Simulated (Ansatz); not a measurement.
Isolated molecules relaxed with PBE0-D4/def2-TZVP in Ansatz; ΔE leaves out vibrations. CCSD(T)/CBS is the MP2 limit (def2-TZVPP, def2-QZVPP) plus CCSD(T) − MP2 in def2-TZVPP, frozen cores. DFT in def2-TZVPP. Elements past krypton have def2 core potentials. For In outer-core shells are correlated without core-valence functions, which leaves a few kJ/mol of doubt a bond. One conformer a species, not always the lowest.

`[SiH3][NH][AlH][Cl]` + `[OH][In]([OH])[SH]` → `[OH][In]([SH])[O][SiH3]` + `[NH2][AlH][Cl]`  (ligand exchange at the Si–N bond)

(1) Is it downhill or uphill in electronic energy at CCSD(T)/CBS, and by how much? (An estimate is asked.)

(2) What do these levels give: PBE0-D4, BLYP, r2SCAN, r2SCANh, RPA@PBE/def2-TZVPP, HF/def2-TZVPP, MP2/def2-TZVPP, CCSD/def2-TZVPP, HF/def2-QZVPP, MP2/def2-QZVPP, SCS-MP2/def2-QZVPP, MP2/CBS(def2)? (Estimate.)

Largest T1 diagnostic among the species: 0.016.

Answers

(1) Ansatz gave: Downhill: ΔE = -13.2 kcal/mol.

(2) The calculation gave: PBE0-D4 -11.7, BLYP -12.2, r2SCAN -12.6, r2SCANh -12.8, RPA@PBE/def2-TZVPP -12.5, HF/def2-TZVPP -15.5, MP2/def2-TZVPP -12.9, CCSD/def2-TZVPP -13.3, HF/def2-QZVPP -15.8, MP2/def2-QZVPP -13.1, SCS-MP2/def2-QZVPP -13.5, MP2/CBS(def2) -13.1 kcal/mol.

Leaving LDA and LC-ωPBE aside and taking each functional with its dispersion term where it has one, the values, not all of them listed here, spread over 3.9 kcal/mol, from BHLYP-D4 to revPBE-D4. From PBE to PBE0 (25 % exact exchange), in def2-TZVPP and without D4, ΔE moves by −0.9 kcal/mol. In def2-TZVPP, CCSD(T) changes the Hartree–Fock value by +2.6 kcal/mol (the triples alone add +0.4 kcal/mol) and MP2 by +2.6 kcal/mol.
